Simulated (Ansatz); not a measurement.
Cost and result for the atomization energy of C₂H₅GeSb (`C#[C][GeH2][SbH2]`) (9 atoms, 8 bonds).

```xyz
9

C     1.293    2.310    0.254
C     0.433    1.468    0.172
Ge   -0.858    0.078    0.051
Sb    0.404   -2.173    0.507
H     2.045    3.061    0.326
H    -1.922    0.322    1.134
H    -1.507    0.145   -1.339
H     1.058   -2.141   -1.071
H    -0.948   -3.070   -0.034
```

Charge 0, multiplicity 1. Correlated methods include outer-core shells of Ge, Sb, which these sets cover unevenly. Scalar relativity is left out up to krypton. Sb takes the def2 core potential. All single points use the PBE0-D4/def2-TZVP geometry. Program: Ansatz. All runs use 4 threads of a server CPU on a shared host. Times are those of one run each, without the atoms' runs, and a repeat can differ threefold. Electronic energies, without spin–orbit coupling; frozen cores. CCSD(T)/CBS adds CCSD(T) − MP2 in def2-TZVPP to the MP2 limit, and its time is that of the two runs behind it. T1 = 0.013. With those shells the extrapolation isn't a true limit.

CCSD(T)/CBS is a level of theory with its own doubt, some kJ/mol a heavy atom from the limit and from the frozen cores, so smaller differences don't rank the functionals.

```
                           level  functions  wall time
          LDA (SPW92)/def2-TZVPP        230      0.9 s
              BLYP-D4/def2-TZVPP        230      1.1 s
              PBE0-D4/def2-TZVPP        230        2 s
             BHLYP-D4/def2-TZVPP        230      2.1 s
         CAM-B3LYP-D4/def2-TZVPP        230      2.6 s
           r2SCANh-D4/def2-TZVPP        230      3.2 s
             PBE-QIDH/def2-TZVPP        230      3.7 s
                CCSD(T)/def2-SVP        111      5.5 s
               B97M-V/def2-TZVPP        230        6 s
ωB97M-V/def2-TZVPP (with forces)        230        6 s
                  MP2/def2-QZVPP        435       18 s
              CCSD(T)/def2-TZVPP        230       91 s
               CCSD(T)/CBS(def2)          –      110 s
```

**Question.** What atomization energy does each give, and how far from CCSD(T)/CBS? (An estimate is asked.)

**Answer.** Computed: 
```
                           level  atomization (kcal/mol)  difference from CCSD(T)/CBS  per bond
          LDA (SPW92)/def2-TZVPP                   790.2                        101.2      12.6
              BLYP-D4/def2-TZVPP                   687.8                         -1.2      -0.1
              PBE0-D4/def2-TZVPP                   684.0                         -5.0      -0.6
             BHLYP-D4/def2-TZVPP                   666.5                        -22.5      -2.8
         CAM-B3LYP-D4/def2-TZVPP                   687.2                         -1.8      -0.2
           r2SCANh-D4/def2-TZVPP                   680.5                         -8.5      -1.1
             PBE-QIDH/def2-TZVPP                   678.6                        -10.4      -1.3
                CCSD(T)/def2-SVP                   640.3                        -48.7      -6.1
               B97M-V/def2-TZVPP                   694.0                          5.0       0.6
ωB97M-V/def2-TZVPP (with forces)                   683.1                         -5.9      -0.7
                  MP2/def2-QZVPP                   683.9                         -5.1      -0.6
              CCSD(T)/def2-TZVPP                   671.3                        -17.7      -2.2
               CCSD(T)/CBS(def2)                   689.0                          0.0       0.0
```

In def2-TZVPP, CCSD(T) changes the Hartree–Fock value by +195.5 kcal/mol (the triples alone add +13.5 kcal/mol) and MP2 by +197.8 kcal/mol; breaking electron pairs costs correlation energy, which Hartree–Fock lacks. Leaving LDA and LC-ωPBE aside and taking each functional with its dispersion term where it has one, the values, not all of them listed here, spread over 31.4 kcal/mol, from BHLYP-D4 to PBE-D4. LDA lies +97.4 kcal/mol from PBE without D4, its usual overbinding. From r2SCAN to r2SCAN0 (25 % exact exchange), in def2-TZVPP and without D4, the atomization energy moves by −12.7 kcal/mol: exact exchange takes away binding that semilocal exchange gives to molecules.
